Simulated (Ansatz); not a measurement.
`CC[Si]F` + CH₃SH → `CC[Si]SC` + H–F at 600 K and 1 bar (ligand exchange at the Si–F bond).

Calculated with Ansatz (gas phase, PBE0-D4/def2-TZVP geometries, no zero-point term in ΔE). CCSD(T)/CBS is the MP2 limit (def2-TZVPP, def2-QZVPP) plus CCSD(T) − MP2 in def2-TZVPP, frozen cores. This one scheme is used for every species. One conformer a species, not always the lowest.

```tsv
species	CCSD(T)/CBS energy (Eh)	H − E (kJ/mol)	S (J/(mol·K))
`CC[Si]F`	-468.00242	224.7	395.6
CH₃SH	-438.22835	152.3	296.8
`CC[Si]SC`	-805.81545	343.6	470.2
H–F	-100.39570	42.3	194.0
```

H − E and S are ideal-gas, rigid-rotor, harmonic terms from PBE0-D4/def2-TZVP, for one conformer and one mirror image of each species. 1 Eh = 2625.50 kJ/mol, R = 8.31446 J/(mol·K).

By hand: ΔE, ΔH, ΔS and ΔG.

ΔE = (-805.81545) + (-100.39570) − (-468.00242) − (-438.22835) = 0.01962 Eh = 51.5 kJ/mol. Δ(H − E) = 343.6 + 42.3 − 224.7 − 152.3 = 8.9, so ΔH = 60.4 kJ/mol. ΔS = 470.2 + 194.0 − 395.6 − 296.8 = -28.2 J/(mol·K). ΔG = 60.4 − 600 × (-28.2)/1000 = 77.3 kJ/mol.

By hand: the equilibrium constant, and the temperature at which ΔG would vanish if ΔH and ΔS stayed fixed.

log₁₀ K = −ΔG/(RT ln 10) = -6.7. ΔH and −TΔS have one sign here, so there is no such temperature.

ΔH outweighs TΔS. A doubt of 5 kJ/mol in ΔE shifts log₁₀ K by 0.4 here. Other conformers and mirror images would add mixing entropy, several J/(mol·K) or more a flexible species. Modes under 60 cm⁻¹, often nearly free rotors, make the harmonic entropy too high. These are equilibria of isolated gas molecules and say nothing of rates. Largest T1 diagnostic: 0.014 (customary marks: 0.02 for closed shells, 0.045 for open ones).
